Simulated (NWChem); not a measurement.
The numbers come from NWChem runs, not from measurements. System: BF2, charge 0, spin multiplicity 2, optimised in this run. The structure started from a generated list of species. Its SCF solution wasn't tested for a lower state. Level: UPBE/def2-SVP.

Part of the output:

```
             Northwest Computational Chemistry Package (NWChem) 7.3.0
             --------------------------------------------------------

                                NWChem Input Module
                                -------------------

 Scaling coordinates for geometry "geometry" by  1.889725989
 (inverse scale =  0.529177249)

 Turning off AUTOSYM since
 SYMMETRY directive was detected!

          ------
          auto-z
          ------

                             Geometry "geometry" -> ""
                             -------------------------

 Output coordinates in angstroms (scale by  1.889725989 to convert to a.u.)

  No.       Tag          Charge          X              Y              Z
 ---- ---------------- ---------- -------------- -------------- --------------
    1 F                    9.0000     1.10581300     0.00000000    -0.15592457
    2 B                    5.0000     0.00000000     0.00000000     0.56132843
    3 F                    9.0000    -1.10581300     0.00000000    -0.15592457

 Effective nuclear repulsion energy (a.u.)      55.5143790988

            Nuclear Dipole moment (a.u.)
            ----------------------------
        X                 Y               Z
 ---------------- ---------------- ----------------
     0.0000000000     0.0000000000    -0.0000000000

      Symmetry information
      --------------------

 Group name             C2v
 Group number             16
 Group order               4
 No. of unique centers     2

      Symmetry unique atoms

     1    2


 Summary of "ao basis" -> "" (spherical)
 ------------------------------------------------------------------------------
       Tag                 Description            Shells   Functions and Types
 ---------------- ------------------------------  ------  ---------------------
 *                          def2-svp                  on all atoms

  pbe96 is a nonlocal functional; adding pw91lda local functional.

                           NWChem Geometry Optimization
                           ----------------------------

 maximum gradient threshold         (gmax) =   0.000450
 rms gradient threshold             (grms) =   0.000300
 maximum cartesian step threshold   (xmax) =   0.001800
 rms cartesian step threshold       (xrms) =   0.001200
 fixed trust radius                (trust) =   0.300000
 maximum step size to saddle      (sadstp) =   0.100000
 energy precision                  (eprec) =   5.0D-06
[...]
                         (should be close to zero!)

          --------------------------------------------------------
          MASS-WEIGHTED PROJECTED HESSIAN (Hartree/Bohr/Bohr/Kamu)
          --------------------------------------------------------

               1            2            3            4            5            6            7            8            9
   ----- ----- ----- ----- -----
    1    1.87256D+01
    2    0.00000D+00  0.00000D+00
    3   -8.66631D+00  0.00000D+00  6.62714D+00
    4   -2.06424D+01 -2.85977D-23  1.16493D+01  5.42336D+01
    5    1.42989D-23  0.00000D+00  2.85977D-23  5.63510D-23  0.00000D+00
    6    1.11196D+01  2.85977D-23 -1.08373D+01  3.86480D-05 -3.75673D-23  2.84728D+01
    7   -3.01175D+00 -2.17697D-23 -2.01580D-01 -2.06424D+01 -2.85977D-23 -1.11197D+01  1.87256D+01
    8   -5.44244D-24  0.00000D+00  5.44244D-24  1.25115D-23  0.00000D+00 -1.07242D-23 -1.08849D-23  0.00000D+00
    9    2.01593D-01 -1.63273D-23  1.62265D+00 -1.16493D+01 -1.42989D-23 -1.08373D+01  8.66632D+00  5.44244D-24  6.62715D+00

 center of mass
 --------------
 x =   0.00000000 y =   0.00000000 z =   0.02406984

 moments of inertia (a.u.)
 ------------------
          12.798719126910           0.000000000000           0.000000000000
           0.000000000000         191.685489433505           0.000000000000
           0.000000000000           0.000000000000         178.886770306595

 Rotational Constants
 --------------------
 A=   4.703609 cm-1  (  6.767293 K)
 B=   0.336527 cm-1  (  0.484176 K)
 C=   0.314057 cm-1  (  0.451848 K)

 Temperature                      =   298.15K
 frequency scaling parameter      =   1.0000

 Zero-Point correction to Energy  =    4.360 kcal/mol  (  0.006947 au)
 Thermal correction to Energy     =    6.290 kcal/mol  (  0.010024 au)
 Thermal correction to Enthalpy   =    6.882 kcal/mol  (  0.010968 au)

 Total Entropy                    =   57.605 cal/mol-K
   - Translational                =   37.575 cal/mol-K (mol. weight =  49.0061)
   - Rotational                   =   19.326 cal/mol-K (symmetry #  =        2)
   - Vibrational                  =    0.704 cal/mol-K

 Cv (constant volume heat capacity) =    7.541 cal/mol-K
   - Translational                  =    2.979 cal/mol-K
   - Rotational                     =    2.979 cal/mol-K
   - Vibrational                    =    1.582 cal/mol-K


 ----------------------------------------------------------------------------
 Normal Eigenvalue ||    Projected Derivative Dipole Moments (debye/angs)
  Mode   [cm**-1]  ||      [d/dqX]             [d/dqY]           [d/dqZ]
 ------ ---------- || ------------------ ------------------ -----------------
    1        0.000 ||       0.000              -0.014            -0.000
    2        0.000 ||      -0.000               0.036             0.000
    3        0.000 ||       0.000              -0.014            -0.000
    4        0.000 ||      -0.006               0.000             0.000
    5        0.000 ||       0.007              -0.000             0.000
    6        0.000 ||      -0.004               0.000             0.000
    7      510.511 ||       0.000              -0.000            -0.644
    8     1133.207 ||      -0.000               0.000             1.369
    9     1407.329 ||       2.650              -0.000             0.000
 ----------------------------------------------------------------------------

 ----------------------------------------------------------------------------
 Normal Eigenvalue ||           Projected Infra Red Intensities
  Mode   [cm**-1]  || [atomic units] [(debye/angs)**2] [(KM/mol)] [arbitrary]
 ------ ---------- || -------------- ----------------- ---------- -----------
    1        0.000 ||    0.000008           0.000         0.008       0.002
    2        0.000 ||    0.000055           0.001         0.053       0.012
    3        0.000 ||    0.000008           0.000         0.008       0.002
    4        0.000 ||    0.000002           0.000         0.002       0.000
    5        0.000 ||    0.000002           0.000         0.002       0.001
    6        0.000 ||    0.000001           0.000         0.001       0.000
    7      510.511 ||    0.017970           0.415        17.518       4.006
    8     1133.207 ||    0.081183           1.873        79.142      18.099
    9     1407.329 ||    0.304468           7.024       296.811      67.878
 ----------------------------------------------------------------------------

 Task  times  cpu:       12.1s     wall:       12.1s

 Total times  cpu:       14.4s     wall:       14.4s
```

Write an NWChem input that would produce this output.

This is not unique; one that fits is 
```
start mol
memory heap 200 mb stack 900 mb global 1100 mb
geometry units angstroms
  F      1.105813     0.000000    -0.155925
  B      0.000000     0.000000     0.561328
  F     -1.105813     0.000000    -0.155925
  symmetry group C2v
end
basis spherical
  * library def2-svp
end
dft
  xc xpbe96 cpbe96
  odft
  mult 2
  semidirect memsize 60000000 filesize 0
  iterations 100
end
driver
  maxiter 80
end
task dft optimize
task dft freq
```
